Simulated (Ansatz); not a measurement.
B₂H₅NSi (`B1NB[SiH2]1`). Charge 0, multiplicity 1.

```xyz
9

B     0.9800    0.5010    0.4269
N    -0.3259    1.0826    0.4249
B    -1.1775   -0.0137    0.0836
Si    0.3651   -1.0703   -0.6901
H     1.8982    0.9397    1.0540
H    -0.6025    1.9611    0.8464
H    -2.3340   -0.0698    0.3807
H     0.6552   -2.4953   -0.3769
H     0.5412   -0.8353   -2.1496
```

List the harmonic frequencies (cm⁻¹, unscaled) at PBE0-D4/def2-TZVP in Ansatz. (Estimate.)

Ansatz gave: 146, 370, 533, 543, 582, 676, 685, 745, 838, 912, 933, 934, 982, 1118, 1263, 1342, 2211, 2220, 2629, 2635, 3556.

Is this a minimum?

Yes, all 21 modes are real.

Give the ideal-gas thermochemistry at 298.15 K and 1 bar (rigid rotor, harmonic oscillator; point group Cs, symmetry number 1).

Zero-point energy 154.6 kJ/mol; H(298) − E = 170.3 kJ/mol; entropy 294.0 J/(mol·K), of which translation 161.6, rotation 102.6, vibration 29.8; G(298) − E = 82.7 kJ/mol.
